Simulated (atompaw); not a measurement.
# u(r) = r·R(r): atom against pseudo-atom (Pt)

Columns: radius, all-electron u(r) and pseudo u(r) of the 5d shell (level -6.14 eV) of platinum in the configuration [Xe] 4f14 5d9 6s1 6p0; PBE, scalar-relativistic, PAW (atompaw) scheme, atompaw 4.2.0.5.

```tsv
r (bohr)	all-electron	pseudo
0.113	0.2615	0.0004
0.227	-0.1292	0.0034
0.340	-0.3899	0.0113
0.454	-0.2852	0.0260
0.567	-0.0164	0.0486
0.681	0.2676	0.0798
0.794	0.4978	0.1189
0.908	0.6629	0.1654
1.021	0.7653	0.2168
1.135	0.8192	0.2715
1.248	0.8364	0.3258
1.362	0.8284	0.3781
1.475	0.8040	0.4246
1.588	0.7693	0.4637
1.702	0.7284	0.4937
1.815	0.6850	0.5130
1.929	0.6405	0.5216
2.042	0.5970	0.5197
2.156	0.5545	0.5083
2.269	0.5143	0.4893
2.383	0.4759	0.4643
2.496	0.4402	0.4358
2.610	0.4065	0.4054
2.723	0.3754	0.3753
2.837	0.3463	0.3463
2.950	0.3195	0.3195
```

Q: How many radial nodes do the two functions have?

A: The all-electron 5d function has n − l − 1 = 2; the pseudo-wave has 0, since the states of the same l below it are removed with the core.

Q: Is the pseudo-wave norm-conserving?

A: No, it belongs to a PAW set: the norm inside the radius is not constrained, and the difference is carried by the augmentation charge.
